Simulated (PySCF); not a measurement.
Molecule: sum formula SiN₃H₆, net charge -1, singlet state. It need not be the lowest isomer of its formula. Whether it binds its extra electron was not tested at this geometry. 
Coordinates optimised at B3LYP-D3(BJ)/def2-TZVP (Ansatz):
```xyz
10

N     -1.2741     0.9092    -0.5809
Si    -0.0317     0.2104     0.2478
N      1.5759     0.3472    -0.5157
N     -0.4090    -1.5148     0.5264
H     -1.0958     1.8358    -0.9576
H      0.3555     0.6081     1.6713
H      2.2727    -0.2772    -0.1211
H      1.5269     0.1682    -1.5130
H     -0.6612    -1.6972     1.4912
H     -1.2049    -1.7741    -0.0485
```
Charge -1, spin multiplicity 1.

Dispersion corrections to the total energy (kcal/mol) from the dftd3 and dftd4 libraries through PySCF: D3(BJ) without and D4 with the three-body term, each with the damping fitted for the functional named.

```json
[
 {"functional": "HF", "D3(BJ)": "(withheld)", "D4": "-18.36"},
 {"functional": "B2GP-PLYP", "D3(BJ)": "(withheld)", "D4": "-2.12"},
 {"functional": "BP86", "D3(BJ)": "-7.07", "D4": "-6.70"},
 {"functional": "BHLYP", "D3(BJ)": "-6.15", "D4": "-5.94"},
 {"functional": "CAM-B3LYP", "D3(BJ)": "-3.46", "D4": "-4.27"},
 {"functional": "r2SCAN", "D3(BJ)": "-1.23", "D4": "-1.25"},
 {"functional": "BLYP", "D3(BJ)": "-9.50", "D4": "(withheld)"}
]
```

Some entries are withheld; supply them.


- HF, D3(BJ): -36.58
- B2GP-PLYP, D3(BJ): -2.98
- BLYP, D4: -11.30
